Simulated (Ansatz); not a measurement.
Consider the silylene formation by 1,1-elimination: `O[SiH](Br)[O][AlH2]` → `[OH][AlH2]` + `O[Si]Br`.

Computed with Ansatz on PBE0-D4/def2-TZVP structures; ΔE is electronic, products minus reactants. CBS: MP2 limit from def2 TZ/QZ plus the TZ coupled-cluster correction, frozen cores. This one scheme is used for every species. DFT in def2-TZVPP. B3LYP here is the variant with VWN-RPA as its local correlation; programs differ in this. For Br outer-core shells are correlated without core-valence functions, which leaves a few kJ/mol of doubt a bond. Scalar relativity is left out up to krypton. Each species was taken in one conformer, which may not be the lowest.

`O[SiH](Br)[O][AlH2]`:

Cartesian coordinates in Å:
```
O 1.123 1.236 -1.450
Si -0.314 0.629 -0.984
Br -1.493 2.239 0.017
O -0.189 -0.590 0.051
Al 0.028 -1.562 1.419
H 1.598 1.808 -0.845
H -1.013 0.217 -2.209
H -0.799 -2.901 1.492
H 1.060 -1.076 2.509
```

`[OH][AlH2]`:

```xyz
5

O    -0.312   -1.100   -0.417
Al    0.323    0.372    0.136
H    -1.248   -1.284   -0.464
H    -0.659    1.524    0.605
H     1.896    0.488    0.140
```

`O[Si]Br`:

Cartesian coordinates in Å:
```
O 0.146 -0.448 1.009
Si -0.726 -0.802 -0.329
Br -0.134 0.921 -1.715
H 0.713 0.329 1.034
```

CCSD(T)/CBS gives +272.1 kJ/mol.

Problem. Another level gave +270.7 kJ/mol. Which?
A. CCSD/def2-TZVPP
B. B3LYP-D4/def2-TZVPP
C. r2SCAN-D4/def2-TZVPP
D. PBE/def2-TZVPP

Solution. A. CCSD/def2-TZVPP 270.7, B3LYP-D4 258.2, r2SCAN-D4 278.4, PBE 232.4 kJ/mol.

Largest T1 diagnostic among the species: 0.012.

In def2-TZVPP, CCSD(T) changes the Hartree–Fock value by −18.3 kJ/mol (the triples alone add −3.0 kJ/mol) and MP2 by −4.0 kJ/mol. From PBE to PBE0 (25 % exact exchange), in def2-TZVPP and without D4, ΔE moves by +26.2 kJ/mol. The D4 term adds +15.2 kJ/mol with B3LYP and +8.5 kJ/mol with PBE0; it sums over pairs of atoms, weighted by their polarisabilities, and B3LYP, whose exchange is more repulsive, gets the larger term.
